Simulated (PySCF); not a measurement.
**Dipole response of B (boron, neutral)**

[He] 2s2 2p1, 2P determinant. Calculation: PySCF 2.14, in dyall-av3z; the spin-free X2C one-electron Hamiltonian (Gaussian nucleus). Coupled (time-dependent) response in atomic units; α is the mean over directions.

```tsv
method	mean α (bohr³)	α xx, yy, zz	C₆ (like pair)	S(−4)
UHF	22.16	20.45, 25.57, 20.45	105.9	424.3
PBE	23.65	20.70, 29.54, 20.70	116.2	398.4
PBE0	22.54	20.12, 27.37, 20.12	109.8	339.6
B97-3	21.83	19.67, 26.13, 19.67	105.2	307.3
wB97M-V	23.06	20.65, 27.88, 20.65	110.6	376.6
```

S(−4) is the Cauchy moment in α(ω) = α(0) + S(−4) ω² + …

Reference α: 20.5 ± 0.1 bohr³ (recommended; Schwerdtfeger and Nagle, table of static dipole polarizabilities (2023 update)). Published C₆: 99.50 (Chu and Dalgarno (2004); Tang, Norbeck and Certain (1976)).

α(iu) at wB97M-V:

| u (hartree) | α(iu) (bohr³) |
| --- | --- |
| 0 | 23.06 |
| 0.0500 | 22.17 |
| 0.100 | 20.00 |
| 0.200 | 14.79 |
| 0.300 | 10.60 |
| 0.500 | 5.824 |
| 0.750 | 3.236 |
| 1.00 | 2.046 |
| 1.50 | 1.031 |
| 2.00 | 0.6238 |
| 3.00 | 0.3040 |
| 5.00 | 0.1233 |

A single London oscillator, α(iu) = α/(1 + u²/ω²), gives C₆ = (3/4) ω α². Matching the computed C₆ needs ω = 4 × 110.6 / (3 × 23.06²) = 0.277 hartree.

The components differ because the open shell of this determinant is not spherical; for a pure term their mean is the scalar polarisability.
